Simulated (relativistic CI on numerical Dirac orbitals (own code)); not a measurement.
**Hf⁵⁴⁺: computed level list**

Computed by Dirac-Coulomb-Breit CI, separate exchange-only KLI orbitals for each configuration, QED by a radiative potential, unscaled Slater integrals (own radial code, finite nucleus).

CI space (outside the closed core [Ne]): 3s²3p⁶, 3s²3p⁵3d, 3s3p⁶3d, 3s²3p⁵4s, 3s²3p⁵4p, 3s²3p⁵4d, 3s3p⁶4s, 3p⁶3d4p, 3p⁶3d², 3p⁵3d³, 3p⁵3d²4s, 3p⁵3d²4p, 3p⁵3d²4d, 3p⁶3d4s, 3p⁵3d4s², 3p⁵3d4s4p, 3p⁵3d4s4d. Double excitations out of closed p, d and f shells are left out; levels of such configurations are missing from the list, as are those of other unlisted configurations, and high levels can miss mixing partners.

```
No.  Configuration  Term  J   E (Ry)    %  Next component (%)  Landé g
  1         3s²3p⁶    ¹S  0    0.000  100                             
  2       3s²3p⁵3d   ³P°  0   16.812  100                             
  3       3s²3p⁵3d   ³P°  1   17.607   69              30 ³D°    1.183
  4       3s²3p⁵3d   ³F°  3   17.930   56              37 ¹F°    1.058
  5       3s²3p⁵3d   ³D°  2   18.227   53              19 ³F°    1.066
  6       3s²3p⁵3d   ³F°  4   22.465  100                        1.239
  7       3s²3p⁵3d   ¹D°  2   22.852   47              43 ³P°    1.197
  8       3s²3p⁵3d   ³D°  3   23.672   70              28 ¹F°    1.223
  9       3s²3p⁵3d   ¹P°  1   25.775   51              29 ³D°    0.945
 10       3s²3p⁵3d   ³F°  2   39.863   73              22 ¹D°    0.758
 11       3s²3p⁵3d   ¹P°  1   42.633   48              41 ³D°    0.838
 12       3s²3p⁵3d   ³P°  2   45.015   44              38 ³D°    1.264
 13       3s²3p⁵3d   ³F°  3   45.376   42              35 ¹F°    1.100
 14        3s3p⁶3d    ³D  1   55.387  100                        0.488
 15        3s3p⁶3d    ³D  2   55.855   72               28 ¹D    1.107
 16        3s3p⁶3d    ³D  3   60.436  100                        1.322
 17        3s3p⁶3d    ¹D  2   61.441   72               28 ³D    1.036
 18         3p⁶3d²    ³F  2  111.946   74               23 ¹D    0.757
 19         3p⁶3d²    ³P  0  113.686   71               29 ¹S         
 20         3p⁶3d²    ³F  3  116.715  100                        1.072
 21         3p⁶3d²    ³P  2  117.524   49               30 ¹D    1.168
 22         3p⁶3d²    ¹G  4  117.731   68               32 ³F    1.067
 23         3p⁶3d²    ³P  1  117.875  100                        1.490
 24         3p⁶3d²    ³F  4  122.117   68               32 ¹G    1.160
 25         3p⁶3d²    ³P  2  122.757   47               47 ¹D    1.207
 26         3p⁶3d²    ¹S  0  124.597   71               29 ³P         
 27         3p⁵3d³   ³D°  2  128.897   27              21 ⁵F°    1.087
 28         3p⁵3d³   ⁵D°  1  129.233   29              21 ³D°    0.996
 29         3p⁵3d³   ⁵D°  0  129.550   53              41 ³P°         
 30         3p⁵3d³   ³F°  3  129.685   25              18 ³G°    1.049
```

Energies count from the lowest computed level; ° marks odd parity.

The mean weight of the leading LS term, summed over parents, in these 30 levels is 66 %, and that of the leading jj configuration (from the same eigenvectors) 99 %, so jj coupling describes them better and the LS labels are nominal.

At this charge energies of transitions that change n are usually good to better than 1 %, and those within a shell (Δn = 0) to a few per cent.

LS names give the leading component of a level, which can be under half, so a name can repeat, a term be missing and a line seem to break the LS rules.
